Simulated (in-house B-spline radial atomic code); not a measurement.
Configurations of Gd, with energies counted from [Xe] (4f5/2)6 (4f7/2)1 (5d3/2)1 6s2. Method: Dirac-Hartree-Fock, average of each configuration as written, Fermi nucleus of rms radius 5.1569 fm. Calculated with a B-spline radial code for spherical atoms. Energies include first-order Breit, QED and recoil terms.

Occupations are held fixed; configurations that lie above the ionisation limit could autoionise.

```tsv
configuration	E - E(ref) (eV)	highest orbital	its <r> (bohr)
[Xe] (4f5/2)3 (4f7/2)4 (5d3/2)1 6s2	5.9031	6s1/2	4.285
[Xe] (4f5/2)2 (4f7/2)5 (5d5/2)1 6s2	6.2451	6s1/2	4.273
[Xe] (4f5/2)4 (4f7/2)3 (5d5/2)1 6s1 (8d3/2)1	9.8108	8d3/2	38.81
[Xe] (4f5/2)1 (4f7/2)6 6s2 (9d5/2)1	10.528	9d5/2	54.92
[Xe] (4f5/2)4 (4f7/2)2 (5d3/2)1 6s2 9s1	15.94	9s1/2	31.87
[Kr] 4d10 (4f5/2)6 (4f7/2)1 5s2 (5p1/2)1 (5p3/2)4 (5d3/2)1 6s2 10s1	35.181	10s1/2	47.32
```

(1) Order these further configurations by energy, lowest first.
A. [Kr] (4d3/2)4 (4d5/2)5 (4f5/2)1 (4f7/2)6 5s2 5p6 (5d3/2)1 6s2 (6g9/2)1
B. [Xe] (4f5/2)1 (4f7/2)6 (5d3/2)1 6s2
C. [Xe] (4f5/2)5 (4f7/2)2 (5d3/2)1 6s1 (9d5/2)1
D. [Xe] (4f5/2)5 (4f7/2)1 (5d3/2)1 6s2 (8p1/2)1
E. [Xe] (4f5/2)5 (4f7/2)2 (5d5/2)1 6s2

(2) How far above the reference does [Xe] (4f5/2)1 (4f7/2)6 6s2 (9p3/2)1 lie?

Results:

(1) E (3.288 eV), B (5.7716 eV), C (7.5972 eV), D (13.279 eV), A (165.81 eV).

(2) 10.363 eV; its least bound orbital is 9p3/2 with <r> = 38.67 bohr.
